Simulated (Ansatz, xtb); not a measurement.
# Two conformers of CH10NSi2+

We compare a, `C[SiH2][NH2+][SiH3]`, a singlet, with b, `C[SiH2][NH2+][SiH3]`, a singlet. Both are isolated ions in the gas phase, relaxed with PBE0-D3(BJ)/def2-SVP.

a (Å):

```
atom    x (Å)    y (Å)    z (Å)
   C   0.9653   2.9008  -1.6163
   N  -0.8646   0.5051  -1.7831
  Si   0.9284   1.0967  -2.0144
  Si  -1.2091  -1.3145  -2.1263
   H   0.3247   3.4872  -2.2927
   H   0.6740   3.1007  -0.5737
   H   1.9982   3.2654  -1.7441
   H   1.1706   0.7409  -3.4338
   H   1.6509   0.2094  -1.0705
   H  -1.4787   1.0763  -2.3789
   H  -1.1611   0.7227  -0.8223
   H  -0.8195  -1.4777  -3.5453
   H  -0.3298  -2.0192  -1.1659
   H  -2.6580  -1.4745  -1.8645
```

b (Å):

```yaml
atoms:
  - { symbol: C, position_ang: [-2.8514, -1.5089, 1.6168] }
  - { symbol: N, position_ang: [-0.6917, -0.5066, -0.2342] }
  - { symbol: Si, position_ang: [-1.8075, -0.0322, 1.2333] }
  - { symbol: Si, position_ang: [0.3149, -2.0871, -0.0685] }
  - { symbol: H, position_ang: [-3.5428, -1.2378, 2.4320] }
  - { symbol: H, position_ang: [-2.2580, -2.3670, 1.9671] }
  - { symbol: H, position_ang: [-3.4662, -1.8184, 0.7576] }
  - { symbol: H, position_ang: [-0.7957, 0.3220, 2.2582] }
  - { symbol: H, position_ang: [-2.5346, 1.1464, 0.7029] }
  - { symbol: H, position_ang: [-0.0512, 0.2805, -0.4047] }
  - { symbol: H, position_ang: [-1.2629, -0.5618, -1.0878] }
  - { symbol: H, position_ang: [1.3259, -2.0061, -1.1471] }
  - { symbol: H, position_ang: [-0.6872, -3.1616, -0.2493] }
  - { symbol: H, position_ang: [0.8690, -2.0004, 1.3028] }
```

Problem. Estimate E(b) − E(a) at the level CCSD(T)/def2-SVP + ΔMP2/def2-TZVPP.

Solution. Too close to call at this level: CCSD(T)/def2-SVP + ΔMP2/def2-TZVPP gives E(b) − E(a) = +0.009 eV.

How the difference moves with the method:

```csv
level,geometry,E(b) − E(a) (eV),departure from the last row (eV),"job, with rough time for the two"
PBE0-D3(BJ)/def2-SVP,PBE0-D3(BJ)/def2-SVP,+0.003,−0.005,"optimisation, 46 s"
HF/def2-SVP,PBE0-D3(BJ)/def2-SVP,+0.022,+0.014,part of the CCSD(T) run
MP2/def2-SVP,PBE0-D3(BJ)/def2-SVP,+0.008,−0.001,part of the CCSD(T) run
CCSD(T)/def2-SVP,PBE0-D3(BJ)/def2-SVP,+0.008,0.000,single point
CCSD(T)/def2-SVP + ΔMP2/def2-TZVPP,PBE0-D3(BJ)/def2-SVP,+0.009,,"single point, 22 s"
```

The largest departure from CCSD(T)/def2-SVP + ΔMP2/def2-TZVPP is that of HF/def2-SVP, 0.014 eV. A small imaginary or near-zero mode remains, so no thermal terms are given. Levels run at GFN2-xTB geometries aren't shown. The last row adds to CCSD(T) the change of the MP2 difference between the two basis sets, here 0.000 eV.

The correlated steps freeze 12 core orbitals. Programs: Ansatz 0.2.0; the last row on 2 threads of Intel(R) Xeon(R) Platinum 8488C (Sapphire Rapids) on a shared host.
